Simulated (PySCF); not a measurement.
Excitation energy of Cd by level of theory

Cd [Kr] 4d10 5s2 (1S) → Cd [Kr] 4d9 5s2 5p1 (high-spin determinant), as a difference of total energies. Computed with PySCF 2.14 in aug-cc-pwCVDZ-PP with ECP28MDF, with scalar relativity through the core potential. Correlated levels: valence: 4s2 4p6 frozen; valence and next inner shell: nothing frozen outside the core potential. The calculations carry no spin-orbit coupling.

| method | excitation energy (cm⁻¹) |
| --- | --- |
| UHF | 87251 |
| LDA | 97020 |
| PBE | 95183 |
| PBE0 | 94469 |
| r2SCAN | 94428 |
| BHandHLYP | 93589 |
| B2PLYP | 96364 |
| TPSSh | 93548 |
| wB97X | 95112 |
| MP2 (valence) | 100510 |
| SCS-MP2 (valence) | 99275 |
| MP2 (valence and next inner shell) | 97829 |
| SCS-MP2 (valence and next inner shell) | 96554 |

The upper state lies above the first ionisation limit, where it may autoionise and the basis confines it.

The determinant of the upper state mixes LS terms, which raises its energy above the lowest term, most at the Hartree-Fock and MP2 levels.
